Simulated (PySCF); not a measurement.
Job file and geometry (Å, from PBE0-D3(BJ)/def2-SVP) of an NMR shielding run on (Cl2Al-mu-NH2)2, GIAO PBE0/pcSseg-1 Al:pcSseg-2 NMR shielding, non-relativistic, gas phase in PySCF; density fitting, a coarse starting grid and PySCF grid level 2 are the driver's defaults:

```
$ OMP_NUM_THREADS=1 python probes_run.py task.json out

{"job": {"kind": "nmr", "xc": "PBE0", "basis": {"default": "pcSseg-1", "Al": "pcSseg-2"}}, "charge": 0, "multiplicity": 1}
Al    -1.325412    -0.189099    -0.346751
Cl    -2.789444    -0.295279     1.164508
Cl    -1.840795    -0.340450    -2.386179
N     -0.158588     1.333222    -0.046854
Al     1.345603     0.175432     0.352823
Cl     2.795218     0.284047    -1.172625
Cl     1.882633     0.325509     2.386704
N      0.176363    -1.347300     0.061559
H     -0.445328     1.933741     0.729143
H     -0.030325     1.939477    -0.859487
H      0.459956    -1.954522    -0.710182
H      0.045599    -1.947519     0.878331
```

Q: Write the output of this run.

A: 
```
coarse grid: 14352 points
cycle   1  E = -2436.9248607701  dE =  6.052e-01  |g| = 5.897e-01  |ddm| = 3.230e+00
cycle   2  E = -2436.9258745188  dE = -1.014e-03  |g| = 6.356e-01  |ddm| = 1.131e+00
cycle   3  E = -2437.0116591352  dE = -8.578e-02  |g| = 4.990e-02  |ddm| = 5.558e-01
cycle   4  E = -2437.0121329810  dE = -4.738e-04  |g| = 2.523e-02  |ddm| = 6.427e-02
cycle   5  E = -2437.0122512935  dE = -1.183e-04  |g| = 5.664e-03  |ddm| = 2.254e-02
cycle   6  E = -2437.0122573111  dE = -6.018e-06  |g| = 2.415e-03  |ddm| = 7.810e-03
final grid: 114240 points
cycle   7  E = -2437.0424155821  dE = -4.620e-05  |g| = 7.593e-03  |ddm| = 1.728e-02
cycle   8  E = -2437.0424121992  dE =  3.383e-06  |g| = 7.953e-03  |ddm| = 1.019e-02
cycle   9  E = -2437.0424242451  dE = -1.205e-05  |g| = 1.110e-03  |ddm| = 5.633e-03
cycle  10  E = -2437.0424244439  dE = -1.988e-07  |g| = 2.715e-04  |ddm| = 9.103e-04
cycle  11  E = -2437.0424244627  dE = -1.877e-08  |g| = 4.616e-05  |ddm| = 3.321e-04
cycle  12  E = -2437.0424244631  dE = -4.493e-10  |g| = 9.649e-06  |ddm| = 5.053e-05
converged SCF energy = -2437.0424244631

GIAO shielding tensors (ppm)
atom      isotropic    diamagn.    paramagn.     s11        s22        s33       span
  0 Al     448.821     794.463    -345.642    399.636    440.890    505.938    106.302
  1 Cl     962.950    1148.931    -185.981    912.082    918.791   1057.978    145.896
  2 Cl     962.906    1148.933    -186.027    912.040    918.629   1058.050    146.010
  3 N      217.818     319.537    -101.719    208.322    222.151    222.982     14.660
  4 Al     448.894     794.416    -345.522    399.703    441.009    505.970    106.267
  5 Cl     962.834    1148.919    -186.085    912.046    918.866   1057.588    145.542
  6 Cl     963.019    1148.889    -185.871    912.043    918.483   1058.529    146.486
  7 N      217.842     319.536    -101.694    208.347    222.182    222.997     14.650
  8 H       29.829      30.576      -0.747     24.766     25.711     39.011     14.245
  9 H       29.809      30.552      -0.744     24.754     25.614     39.058     14.304
 10 H       29.824      30.551      -0.727     24.798     25.677     38.997     14.199
 11 H       29.819      30.522      -0.704     24.728     25.643     39.085     14.357
```

Q: Turn these shieldings into chemical shifts. Shifts are taken against calculated references (same method and geometry level): [Al(H2O)6]3+ for $^{27}$Al (σref 576.18); $^{35}$Cl (σref 943.27) vs HCl; $^{15}$N (σref 265.67) against NH3; TMS for $^{1}$H (σref 31.27).

A: Averaging equivalent atoms: Al 0/4: 127.3; Cl 1/2/5/6: -20; N 3/7: 47.8; H 8/9/10/11: 1.45 ppm. Experimental scales use liquid or dissolved standards, which lie at an offset from isolated NH3 (liquid NH3: subtract about 20 ppm).

Size and cost of the density-fitted run: 236 basis functions, 28 s wall time on 1 thread of an AMD EPYC 9R45 96-Core, shared host; peak memory 1.3 GiB.
